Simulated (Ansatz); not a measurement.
`[NH2][Zr]([OH])([F])[F]` + HBr → `[OH][Zr]([F])([F])[Br]` + NH₃ at 298.15 K and 1 bar (ligand exchange at a Zr–N bond).

Computed with Ansatz on PBE0-D4/def2-TZVP structures; ΔE is electronic, products minus reactants. CCSD(T)/CBS is the MP2 limit (def2-TZVPP, def2-QZVPP) plus CCSD(T) − MP2 in def2-TZVPP, frozen cores. This one scheme is used for every species. def2 core potentials past Kr. For Br, Zr outer-core shells are correlated without core-valence functions, which leaves a few kJ/mol of doubt a bond. Scalar relativity is left out up to krypton. One conformer a species, not always the lowest.

```tsv
species	CCSD(T)/CBS energy (Eh)	H − E (kJ/mol)	S (J/(mol·K))
`[NH2][Zr]([OH])([F])[F]`	-378.52886	131.9	374.9
HBr	-2573.91920	24.6	198.6
`[OH][Zr]([F])([F])[Br]`	-2895.97895	68.6	380.8
NH₃	-56.50880	100.5	192.4
```

H − E and S are ideal-gas, rigid-rotor, harmonic terms from PBE0-D4/def2-TZVP, for one conformer and one mirror image of each species. 1 Eh = 2625.50 kJ/mol, R = 8.31446 J/(mol·K).

By hand: ΔE, ΔH, ΔS and ΔG.

ΔE = (-2895.97895) + (-56.50880) − (-378.52886) − (-2573.91920) = -0.03969 Eh = -104.2 kJ/mol. Δ(H − E) = 68.6 + 100.5 − 131.9 − 24.6 = 12.6, so ΔH = -91.6 kJ/mol. ΔS = 380.8 + 192.4 − 374.9 − 198.6 = -0.3 J/(mol·K). ΔG = -91.6 − 298.15 × (-0.3)/1000 = -91.5 kJ/mol.

By hand: the equilibrium constant, and the temperature at which ΔG would vanish if ΔH and ΔS stayed fixed.

log₁₀ K = −ΔG/(RT ln 10) = 16.0. ΔG = 0 at ΔH/ΔS = 305333 K, far beyond where these terms or the molecules hold.

The number of gas molecules stays the same, so ΔS is small and ΔH decides. A doubt of 5 kJ/mol in ΔE shifts log₁₀ K by 0.9 here. Other conformers and mirror images would add mixing entropy, several J/(mol·K) or more a flexible species. These are equilibria of isolated gas molecules and say nothing of rates. Largest T1 diagnostic: 0.017 (customary marks: 0.02 for closed shells, 0.045 for open ones).
